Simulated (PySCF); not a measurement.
# Exercise with solution: chemical shift, span and skew from a shielding tensor

CH2ClFO2Si, SMILES O=CO[Si@@H](F)Cl. Atoms are numbered in the order given.

```xyz
8

O      1.9625     0.3963     0.9174
C      2.0236    -0.2530    -0.0835
O      0.9544    -0.7602    -0.7413
Si    -0.6577    -0.5452    -0.3088
F     -0.9087    -1.1694     1.1527
Cl    -1.1538     1.4357    -0.2966
H      2.9595    -0.5302    -0.6113
H     -1.4346    -1.2897    -1.3062
```
Charge 0, spin multiplicity 1.

The structure is a stationary point at B3LYP-D3(BJ)/def2-SVP. The structure was generated by enumeration; whether it is a known compound was not checked. The values are those of a single conformer.

GIAO shieldings from PySCF with PBE0/pcSseg-1, non-relativistic, no solvent. The symmetric part of the tensor of F5 has the principal values 243.9, 298.9, 363.8 ppm. The same nucleus in CFCl3 has σ = 167.2 ppm at this level (PySCF, at its B3LYP-D3(BJ)/def2-TZVP geometry). Without spin–orbit terms, shifts of atoms bonded to Cl or Br come out too high.

Problem. Work out the isotropic shielding, the ¹⁹F shift against CFCl3, the span and the skew.

Solution. 
σ(iso) = (σ11 + σ22 + σ33)/3 = 302.2 ppm. δ = σ(ref) − σ(iso) = 167.2 − (302.2) = -135.0 ppm.
Span Ω = σ33 − σ11 = 119.9 ppm. Skew κ = 3(σ(iso) − σ22)/Ω = 0.08. Tumbling in solution averages the tensor to δ; in a static solid the shielding alone would spread this spin-1/2 line over Ω.
